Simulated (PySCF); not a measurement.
**Telling isomers of C$_{6}$H$_{7}$NO apart by NMR**

PySCF 2.14 calculation with σ from GIAO-PBE0/pcSseg-1, J: B3LYP/pcJ-1 (spin–dipole term left out of most H,H and C,H couplings) and geometry: GFN2-xTB; isolated molecule, relativity neglected, equivalent nuclei averaged, one computed conformer.

Scale: $^{1}$H and $^{13}$C vs TMS (reference shieldings calculated alike). Multiplet labels drop J under 1 Hz and among equivalent protons, and merge close values. Unscaled 3J(H,H) run several per cent high. Where no couplings were computed, multiplicities follow the n + 1 count of equivalent neighbours, and m marks all less simple cases (inequivalent or close neighbours, rings, F or P nearby). Acid and N–H amide carbonyl carbons lie up to 10 ppm further downfield in solution (hydrogen bonding). Shifts are as computed. Against solution values, carbons near 30 ppm lie about +3 ppm off and those near 130 ppm about +5 ppm. Of 1211 compounds with measured shifts, 218 miss one by over three times the rms of a fit or turn the order of signals round; such compounds aren't used in these exercises. Groups on amide-type nitrogens are kept apart (slow C–N rotation). OH and NH positions are gas-phase values without hydrogen bonding to other molecules.

(1) Tabulate the signals of `CO[C@@]1(C#N)C=CC1`, `Nc1cccc(O)c1`, `C=C=C=CC(=O)NC`, `C=C=C=CCC(N)=O`, `Cn1cccc1C=O` and their relative energies.

(2) What is the quickest way to tell CO[C@@]1(C#N)C=CC1 from C=C=C=CCC(N)=O?

(3) What is the quickest way to tell C=C=C=CC(=O)NC from Cn1cccc1C=O?

(4) What is the quickest way to tell Nc1cccc(O)c1 from C=C=C=CCC(N)=O?

Answers

(1) 
```json
{"SMILES": "CO[C@@]1(C#N)C=CC1", "carbon types": "2×C 2×CH 1×CH2 1×CH3", "δC": "152.7, 145.3, 122.4, 72.9, 56.4, 47.5", "δH": "6.77 (m, 1H), 6.77 (m, 1H), 3.65 (s, 3H), 3.14 (m, 1H), 2.97 (m, 1H)", "E rel. (kcal/mol)": "66.9"}
{"SMILES": "Nc1cccc(O)c1", "carbon types": "2×C 4×CH", "δC": "165.1, 153.9, 135.7, 108.8, 106.3, 102.3", "δH": "7.19 (m, 1H), 6.25 (s, 1H), 6.21 (d, 1H), 5.96 (d, 1H), 4.08 (br s, 1H), 3.39 (br s, 2H)", "E rel. (kcal/mol)": "0.0"}
{"SMILES": "C=C=C=CC(=O)NC", "carbon types": "3×C 1×CH 1×CH2 1×CH3", "δC": "183.2, 182.5, 162.9, 117.6, 106.1, 26.3", "δH": "6.17 (t, 1H), 5.87 (d, 2H), 5.41 (br, 1H), 3.18 (d, 3H)", "E rel. (kcal/mol)": "55.1"}
{"SMILES": "C=C=C=CCC(N)=O", "carbon types": "3×C 1×CH 2×CH2", "δC": "182.8, 178.1, 169.3, 120.7, 99.7, 46.9", "δH": "6.39 (t, 1H), 5.59 (s, 2H), 5.42 (br, 1H), 4.45 (br, 1H), 3.09 (d, 2H)", "E rel. (kcal/mol)": "53.7"}
{"SMILES": "Cn1cccc1C=O", "carbon types": "1×C 4×CH 1×CH3", "δC": "183.6, 136.5, 134.1, 129.4, 114.6, 39.0", "δH": "9.92 (s, 1H), 7.00 (m, 1H), 6.73 (m, 1H), 6.37 (m, 1H), 4.07 (s, 3H)", "E rel. (kcal/mol)": "9.5"}
```

Energies are electronic energies at PBE0/pcSseg-1 on these geometries, without zero-point or thermal terms, each for the one conformer computed, which needn't be the lowest.

(2) Both give the same number of carbon signals, but DEPT or the intensities differ. The first has an allylic fully substituted sp3 carbon bonded to O (C) at 72.9 ppm, the second a central carbon of an allene (C) at 182.8 ppm. Their most deshielded carbons lie at 152.7 and 182.8 ppm.

(3) Both give the same number of carbon signals, but DEPT or the intensities differ. The first has a terminal carbon of a cumulated C=C=C unit (CH2) at 106.1 ppm, the second an aldehyde carbonyl carbon (CH) at 183.6 ppm. Their most deshielded carbons lie at 183.2 and 183.6 ppm. In the proton spectra the most deshielded non-exchanging signals are 6.17 (t, J = 11.1 Hz, 1H) and 9.92 (s, 1H).

(4) Both give the same number of carbon signals, but DEPT or the intensities differ. The first has an aromatic CH at 102.3 ppm, the second a terminal carbon of a cumulated C=C=C unit (CH2) at 99.7 ppm. Their most deshielded carbons lie at 165.1 and 182.8 ppm. In the proton spectra the most deshielded non-exchanging signals are 7.19 (m, 1H) and 6.39 (t, 1H).
